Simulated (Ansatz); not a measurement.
`[OH][Sn][N]([SiH3])[SiH3]`, relaxed with RKS PBE0-D4/def2-TZVP in Ansatz 0.2.0 from a PBE-D4/def2-SVP geometry. The force threshold is 0.005 eV/Å; the program also tests the step.

Charge 0, multiplicity 1. Sn: def2 effective core potential.

Start:

```xyz
12

O    -0.599   -2.474   -1.762
Sn   -0.217   -2.331    0.218
N     0.019   -0.211    0.327
Si    0.464    0.450    1.896
Si   -0.144    0.842   -1.070
H    -0.681   -1.621   -2.235
H     1.829    1.092    1.892
H    -0.523    1.480    2.383
H     0.490   -0.699    2.877
H    -1.102    0.223   -2.062
H     1.159    1.062   -1.795
H    -0.695    2.186   -0.669
```

```tsv
step	energy (eV)	largest force (eV/Å)	largest move (Å)
1	-25231.7627	0.816	0.000
2	-25231.8375	0.774	0.117
3 (rejected)	-25231.7819	1.806	0.195
4	-25231.8390	1.052	0.095
5	-25231.8546	0.213	0.100
6	-25231.8579	0.224	0.054
7	-25231.8600	0.030	0.063
8	-25231.8606	0.030	0.046
9	-25231.8610	0.010	0.025
10	-25231.8612	0.015	0.029
11	-25231.8612	0.009	0.016
12	-25231.8613	0.012	0.025
13	-25231.8613	0.018	0.018
14	-25231.8614	0.018	0.006
15	-25231.8614	0.009	0.014
16	-25231.8614	0.003	0.007
```

End:

```xyz
12

O    -0.596   -2.440   -1.711
Sn   -0.135   -2.302    0.203
N     0.046   -0.228    0.310
Si    0.415    0.446    1.859
Si   -0.094    0.824   -1.053
H    -0.775   -1.633   -2.204
H     1.678    1.236    1.844
H    -0.669    1.334    2.361
H     0.579   -0.687    2.816
H    -1.152    0.341   -1.988
H     1.172    0.917   -1.831
H    -0.470    2.193   -0.605
```

It took 120 s on 4 threads of an Arm Neoverse V1 on a shared host, with 0.76 GiB of host memory at the peak.
